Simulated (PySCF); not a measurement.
# Two-component Hartree-Fock for Ti(3+) (titanium, charge +3)

Start: [Ar] 3d1; 3d5/2 filled at m_j = +5/2. Calculated with PySCF 2.14 in x2c-TZVPall-2c (6s7p4d1f, 54 functions): generalised Hartree-Fock with the X2C-1e Hamiltonian and a Gaussian nucleus; one run each with spin-orbit coupling (SO) screened by Boettger's factors, then bare. This is a chosen level, not necessarily the ground level.

```csv
spinor shell,electrons,"ε, screened SO (eV)","ε, bare SO (eV)",weight of nominal j (bare SO),"rms radius, bare SO (bohr)"
1s1/2,2,-5051.5,-5051.5,1.000,0.0804
2s1/2,2,-623.44,-623.44,1.000,0.350
2p1/2,2,-522.99,-523.40,0.997,0.318
2p3/2,4,-517.23,-517.04,0.999,0.321
3s1/2,2,-111.63,-111.63,1.000,1.06
3p3/2,4,-80.847,-80.837,0.866,1.15
3p1/2,2,-81.456,-81.490,0.733,1.14
3d5/2,1,-43.170,-43.151,1.000,1.39
```

```csv
quantity,screened SO,bare SO
E (hartree),-851.08117,-851.08188
M_J,5/2,5/2
⟨J²⟩,8.754,8.754
⟨L²⟩,6.004,6.004
⟨S²⟩,0.751,0.751
```

Each row is a mean over spinors that exchange with the open shell spreads, by up to 5.393 eV (3p3/2).

Rows whose weight is well below 1 are mixtures of j = l ± 1/2: exchange outweighs spin-orbit coupling there, and the label is only the starting occupation.
